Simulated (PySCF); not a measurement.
wavenumber (cm⁻¹), absorption (km/mol per cm⁻¹) and a bar:
```
        0      0.015 #
       16      0.022 #
       31      0.038 ##
       47      0.078 ####
       62      0.226 ###########
       78      0.632 ##############################
       93      0.226 ###########
      109      0.081 ####
      124      0.043 ##
      140      0.031 #
      155      0.028 #
      171      0.033 ##
      186      0.053 ##
      202      0.121 ######
      217      0.415 ####################
      233      0.306 ##############
      248      0.092 ####
      264      0.041 ##
      279      0.023 #
      295      0.015 #
      311      0.010 
      326      0.008 
      342      0.006 
      357      0.005 
      373      0.004 
      388      0.004 
      404      0.003 
      419      0.003 
      435      0.002 
      450      0.002 
      466      0.002 
      481      0.002 
      497      0.002 
      512      0.002 
      528      0.002 
      543      0.002 
      559      0.002 
      575      0.002 
      590      0.002 
      606      0.002 
      621      0.002 
      637      0.002 
      652      0.003 
      668      0.003 
      683      0.004 
      699      0.006 
      714      0.008 
      730      0.013 #
      745      0.025 #
      761      0.063 ###
      776      0.223 ###########
      792      0.165 ########
      807      0.049 ##
      823      0.021 #
      838      0.012 
      854      0.007 
      870      0.005 
      885      0.004 
      901      0.003 
      916      0.002
```

This is the computed harmonic infrared spectrum of singlet BrPbN, Lorentzian lines of 23 cm⁻¹ full width. Computed with PySCF, PBE0, basis Pb def2-TZVP with ECP60, N def2-TZVP, Br def2-TZVP (scalar-relativistic core potentials, no spin–orbit coupling, density fitting).

Problem. Which bands make it up, and how are they assigned?

Solution. In C∞v symmetry, counting bands above 1 % of the strongest: 78 cm⁻¹ (π, bend, 23 km/mol); 223 cm⁻¹ (σ+, stretch, 19 km/mol); 782 cm⁻¹ (σ+, stretch, 10 km/mol).

Other isomers or separated fragments may lie lower. No spin–orbit coupling is included, which matters more the heavier the element.
